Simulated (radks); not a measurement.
Values are calculated unless marked as measured or tabulated.
Ionisation of neutral phosphorus, [Ne] 3s2 3p3, to [Ne] 3s2 3p2 as the strength of local exchange is varied. Code: a radial shooting solver on a logarithmic mesh with Libxc functionals. Model: Dirac Kohn-Sham, Slater X-alpha exchange (alpha = 2/3 is LDA exchange), no correlation, spin-unpolarised, spherical densities, finite nucleus; open shells fill j = l - 1/2 first; Fermi nuclear charge, rms radius 3.1889 fm.

alpha  E(P) (hartree)  exchange (hartree)  IE (eV)  -e of the level emptied (eV)  <r> of it (bohr)
0.575      -336.82086           -17.70300    7.793                 3.794 (3p3/2)             2.509
0.667      -339.66353           -20.68322    8.630                 4.498 (3p3/2)             2.427
0.696      -340.56382           -21.63102    8.902                 4.730 (3p3/2)             2.402
0.741      -341.96481           -23.10968    9.333                 5.100 (3p3/2)             2.366
0.793      -343.58978           -24.83037    9.842                 5.541 (3p3/2)             2.326
0.798      -343.74637           -24.99650    9.892                 5.584 (3p3/2)             2.322
0.835      -344.90700           -26.22955   10.263                 5.907 (3p3/2)             2.295
0.897      -346.85919           -28.31033   10.898                 6.466 (3p3/2)             2.251

NIST Atomic Spectra Database: 10.487 eV (measured). The Delta-SCF value meets it near alpha = 0.86. Spin polarisation and multiplet splitting are left out, so open shells lie too high by an amount that depends on their filling.

Beside tabulated values, note that spin-unpolarised runs miss the spin-polarisation part of the exchange energy of open shells.
